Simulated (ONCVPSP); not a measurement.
# What the settings do to the ONCV potential of mercury

Base potential:

```json
{
  "Element": "Hg",
  "Generator": "ONCVPSP 4.0.1",
  "Type": "optimised norm-conserving Vanderbilt (ONCV)",
  "Functional": "PW91",
  "Relativity": "scalar-relativistic",
  "Frozen core": "[Kr] 4d10 4f14 5s2",
  "Valence charge": "18",
  "Reference configuration": "5p6 5d10 6s2",
  "Partial waves": "6s: rc 1.80 bohr, ncon 4, nbas 9, qcut 3.2 1/bohr, 2 projectors, debl 3.6 Ha; 5p: rc 1.60 bohr, ncon 4, nbas 8, qcut 7.6 1/bohr, 3 projectors, debl 2.5 Ha; 5d: rc 1.25 bohr, ncon 3, nbas 6, qcut 6.7 1/bohr, 2 projectors, debl 2.9 Ha",
  "Local potential": "polynomial inside 1.10 bohr (lpopt 5, dvloc0 3 Ha)",
  "Core correction": "polynomial model core, fcfact 0.5"
}
```

All-electron outer shells of the reference configuration (PW91, scalar-relativistic, ld1.x):

| shell | level (eV) | outermost node (bohr) | outermost maximum (bohr) |
| --- | --- | --- | --- |
| 4f | -96.00 | – | 0.37 |
| 5p | -66.59 | 0.50 | 0.93 |
| 5d | -9.92 | 0.55 | 1.17 |
| 6s | -6.89 | 1.08 | 2.21 |

Cutoffs, loose and tight: the cutoffs (Ha) at which the residual kinetic energy of the hardest occupied pseudo-wave falls to 1 and 0.1 mHa per electron. They do not see the model core or the augmentation charge, which bear on the density cutoff. Test errors are all-electron minus pseudo excitation energies from the reference, over the configurations 5p6 5d10 6s1; 5p6 5d10 6s0; 5p6 5d9 6s0; 5p6 5d8 6s0. A dash means not determined; rows that change the core or the reference have their own tests.

For the base: The cutoffs count occupied waves only; projector 2 of the s channel, the hardest unoccupied one, needs 90 Ha at the loose tolerance.

A true bound ghost makes a file unfit for plane-wave use even where its test errors are small: the radial tests pick states by their node count and pass the ghost by.

| change | outcome | cutoff, loose | cutoff, tight | bound ghosts | GHOST(+) flags above zero | largest test error (meV) |
| --- | --- | --- | --- | --- | --- | --- |
| base | generated | 21 Ha | 67 Ha | s | none | -51 |
| local potential polynomial inside 1.10 bohr (lpopt 5, dvloc0 -2 Ha) | generated | 21 Ha | 67 Ha | s | s, p | -51 |
| local potential polynomial inside 1.10 bohr (lpopt 5, dvloc0 0 Ha) | generated | 21 Ha | 67 Ha | s | s | -51 |
| local potential polynomial inside 1.10 bohr (lpopt 5, dvloc0 2.5 Ha) | generated | 21 Ha | 67 Ha | s | s | -51 |
| local potential polynomial inside 1.10 bohr (lpopt 5, dvloc0 5 Ha) | generated | 21 Ha | 67 Ha | s | none | -51 |
| local potential polynomial inside 1.10 bohr (lpopt 5, dvloc0 6 Ha) | generated | 21 Ha | 67 Ha | s | s | -51 |
| local potential polynomial inside 1.10 bohr (lpopt 5, dvloc0 8.5 Ha) | generated | 21 Ha | 67 Ha | s | s, p | -51 |

Reading the sweep of the dvloc0 (base included, trends over the rows without a ghost): Bound ghosts are found at -2, 0, 2.5, 3, 5, 6, 8.5 Ha. Every judged row has one, so this setting neither creates nor removes them.
